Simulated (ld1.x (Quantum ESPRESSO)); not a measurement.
# Transferability test, TM potential for boron

| Quantity | Value |
| --- | --- |
| Element | boron |
| Generator | ld1.x (Quantum ESPRESSO) 7.5 |
| Type | norm-conserving Troullier–Martins (Kleinman–Bylander form) |
| Functional | BLYP |
| Relativity | non-relativistic |
| Frozen core | [He] |
| Valence charge | 3 |
| Reference configuration | 2s1 2p0 (charge +2) |
| Partial waves | 2p (bound, empty): rc 2.00 bohr; 3d channel at 0.2 Ry: rc 2.05 bohr; 2s (bound): rc 1.10 bohr |
| Local potential | the s channel |
| Core correction | Bessel-smoothed model core, default radius (core density twice the valence density) |

Energies are relative to the spin-unpolarised reference configuration 2s1 2p0; without spin polarisation the order of configurations can differ from experiment.

```csv
valence configuration,charge,ΔE all-electron (eV),error AE − PS (meV)
2s2 2p0,+1,-25.343,+21
2s2 2p0.5,+0.5,-30.660,+48
2s1 2p1,+1,-19.298,+49
2s1 2p2,0,-27.741,+88
2s2 2p1.3,-0.3,-34.235,+71
```

(1) What are ΔE and the potential's error for 2s0 2p3?

(2) What are ΔE and the potential's error for 2s2 2p1?

Answers

(1) ΔE = -21.934 eV all-electron; the error (AE − PS) is +123 meV.

(2) ΔE = -33.518 eV all-electron; the error (AE − PS) is +66 meV.
